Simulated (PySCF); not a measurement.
Molecule: SMILES C[Si](C)(C)[Si](C)(C)C, C6H18Si2.

Atom-mapped SMILES (the numbers label the heavy atoms): `[CH3:1][Si:2]([CH3:3])([CH3:4])[Si:5]([CH3:6])([CH3:7])[CH3:8]`; H(Xn) means a hydrogen on atom n.

Geometry PBE0-D3(BJ)/def2-SVP throughout; GIAO in PySCF 2.14.0 with density-fitted response routines, gas phase, one conformer, non-relativistic; equivalent atoms averaged; functional PBE0.

For orientation, STO-3G gives these absolute shieldings σ: C1/C3/C4/C6/C7/C8 234.0, Si2/Si5 527.6, H(C1)/H(C3)/H(C4)/H(C6)/H(C7)/H(C8) 32.61 ppm.

A run gave: C1/C3/C4/C6/C7/C8 195.5, Si2/Si5 423.6, H(C1)/H(C3)/H(C4)/H(C6)/H(C7)/H(C8) 31.27 ppm (absolute shieldings σ).

Task: Which basis set was used in that run?
A. pcSseg-1
B. 6-31G
C. def2-SVP
D. pcSseg-0

Result: C. Si2/Si5 tells them apart best: def2-SVP gives 423.6, pcSseg-1 gives 373.0, 6-31G gives 459.6, pcSseg-0 gives 378.7 ppm.
